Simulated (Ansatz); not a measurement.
Two structures of AlH2BrO, closed shell, reached by relaxing down either side of one saddle point (PBE0-D4/def2-TZVP). Energies are electronic, without zero-point energy. Computed with Ansatz 0.2.0 (basis: def2-TZVPP and def2-QZVPP); correlated methods freeze the cores. Filled d shells of the heavier atoms are correlated. The def2 sets are not built for correlating such inner shells, so the correlated values are less sure here. Extrapolation: Hartree–Fock as exp(−7.88 √X), correlation as X^−2.97. First:

Al1  (0.485, -0.078, 0.005)
Br2  (0.062, -1.589, -1.616)
H3  (1.942, 0.172, 0.515)
O4  (-0.787, 0.797, 0.678)
H5  (-1.702, 0.698, 0.418)
(Å)

Second:

Al1  (-0.314, 0.262, 0.213)
Br2  (2.423, -2.017, -1.642)
H3  (1.438, -1.196, -0.974)
O4  (-1.449, 1.207, 0.983)
H5  (-2.098, 1.745, 1.420)
(Å)

**Question.** Which bonds change from the first to the second?

**Answer.** AlH₂BrO ([OH][AlH][Br]) → AlHO ([OH][Al]) + HBr; bonds formed: Br2–H3; bonds broken: Al1–Br2, Al1–H3.

**Question.** Give the saddle point's structure and its height above each. (An estimate is asked for; the value comes from the calculation.)

**Answer.** The calculation gives: 2.996 eV above the first and 0.692 eV above the second (CCSD(T) at an estimated basis limit (MP2 extrapolated from triple and quadruple zeta, plus CCSD(T) − MP2 in triple zeta)).
Al1  (0.548, 0.460, 0.566)
Br2  (0.652, -1.476, -1.398)
H3  (1.669, -0.518, -0.239)
O4  (-1.053, 0.933, 0.771)
H5  (-1.816, 0.600, 0.299)
(Å)

T1 diagnostic: at most 0.013. The restricted Hartree–Fock reference is unstable towards an unrestricted one at one or more of these structures.

Labels in which every atom is bracketed show which atoms are joined, not bond orders.

For scale, one of the runs: CCSD(T)/def2-TZVPP, 149 basis functions (an equivalent command: `ansatz run in.yaml --threads 2`). The run took 21 s on 2 CPU threads (shared host), with 0.95 GiB of host memory at its peak.
